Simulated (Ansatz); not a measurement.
`FCOC[SiH3]` + H₂O → `O[SiH3]` + `COCF`  (formal hydrolysis of the Si–C bond)

Computed with Ansatz on PBE0-D4/def2-TZVP structures; ΔE is electronic, products minus reactants. CCSD(T)/CBS is the MP2 limit (def2-TZVPP, def2-QZVPP) plus CCSD(T) − MP2 in def2-TZVPP, frozen cores. This one scheme is used for every species. Functionals use def2-TZVPP. One conformer a species, not always the lowest.

`FCOC[SiH3]`:

Z-matrix (Å, degrees):
```
C
O 1 1.359
F 1 1.388 2 111.0
H 1 1.099 2 112.5 3 -118.7
H 1 1.091 2 107.8 3 117.4
C 2 1.426 1 115.0 3 73.2
Si 6 1.904 2 116.4 1 -69.8
H 6 1.093 2 105.4 1 170.8
H 6 1.100 2 109.8 1 56.3
H 7 1.490 6 105.7 2 -162.5
H 7 1.483 6 112.5 2 79.4
H 7 1.483 6 110.3 2 -44.5
```

H₂O:

Cartesian coordinates in Å:
```
O 0.104 0.162 0.338
H 0.420 0.387 -0.540
H -0.524 -0.550 0.202
```

`O[SiH3]`:

Z-matrix (Å, degrees):
```
Si
O 1 1.648
H 1 1.489 2 111.7
H 1 1.489 2 111.7 3 120.9
H 1 1.481 2 105.9 3 -119.6
H 2 0.957 1 117.9 3 -60.5
```

`COCF`:

Z-matrix (Å, degrees):
```
C
O 1 1.414
H 1 1.097 2 110.8
H 1 1.089 2 107.0 3 118.9
H 1 1.093 2 111.3 3 -121.6
C 2 1.362 1 114.0 3 55.1
F 6 1.383 2 111.4 1 70.0
H 6 1.099 2 112.1 1 -48.8
H 6 1.091 2 107.6 1 -172.1
```

CCSD(T)/CBS gives -1.07 eV.

(1) Another level gave -1.13 eV. Which?
A. SCS-MP2/def2-TZVPP
B. CCSD/def2-TZVPP
C. PBE0-D4/def2-TZVPP
D. PBE0/def2-TZVPP

Largest T1 diagnostic among the species: 0.012.

Answers

(1) B. CCSD/def2-TZVPP -1.13, PBE0 -1.07, SCS-MP2/def2-TZVPP -1.17, PBE0-D4 -1.02 eV.

The D4 term adds +0.09 eV with B3LYP and +0.05 eV with PBE0; it sums over pairs of atoms, weighted by their polarisabilities, and B3LYP, whose exchange is more repulsive, gets the larger term. In def2-TZVPP, CCSD(T) changes the Hartree–Fock value by +0.28 eV (the triples alone add +0.04 eV) and MP2 by +0.24 eV. From PBE to PBE0 (25 % exact exchange), in def2-TZVPP and without D4, ΔE moves by −0.05 eV.

B3LYP here is the variant with VWN-RPA as its local correlation; programs differ in this.
